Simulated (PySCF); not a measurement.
Ga(OH)2(SeH) (GaH₃O₂Se), SMILES [OH][Ga]([OH])[SeH].

The structure is a stationary point at PBE0-D3(BJ)/def2-SVP. Other conformers were not sampled.

All values below come from C-PCM-M06-2X/def2-SVP (PySCF).

The values are the electrostatic part of the solvation free energy, E(continuum) − E(gas) at the gas-phase geometry, in a cavity of scaled van der Waals radii (PySCF's table); cavitation and dispersion terms are not included. A continuum can't describe solvent molecules that bind to the metal. In vacuum the orbital gap is 8.59 eV. The dipole moment in vacuum is 0.89 D.

```
solvent         ε  ΔG(elec) (kcal/mol)  dipole (D)  gap (eV)
----------  -----  -------------------  ----------  --------
water       78.36                 -9.8        1.08      8.75
benzene      2.27                 -5.4        0.98      8.67
2-propanol  19.26                 -9.4        1.07      8.74
```
